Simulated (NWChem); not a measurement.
# Lowest excitation of H$_{3}$O$_{2}$ (+1)

```
O
H 1 0.9923
H 1 0.9923 2 110.06
O 1 1.4463 2 106.51 3 -115.08
H 4 0.9874 1 100.46 2 -121.27
```
Charge +1, spin multiplicity 1.

Program: NWChem. Structure: optimised with B3LYP/def2-SVP, a minimum by its harmonic frequencies. It is one conformer; others weren't searched.

Basis set: aug-cc-pVDZ. CR-EOMCCSD(T) is the triples correction to the same EOM-CCSD root.

The correlated methods keep 2 core orbitals frozen. B3LYP has NWChem's definition, with VWN1-RPA local correlation. The structure started from a generated list of species. No row is a measurement; the coupled-cluster row has its own basis-set and correlation limits.

Question: One of these methods gave a lowest vertical singlet excitation energy of 5.91 eV. Which?
A) EOM-CCSD
B) CR-EOMCCSD(T)
C) TD-LDA (SVWN5)

Answer: B, CR-EOMCCSD(T). The others give 6.12 (EOM-CCSD), 5.59 (TD-LDA (SVWN5)).
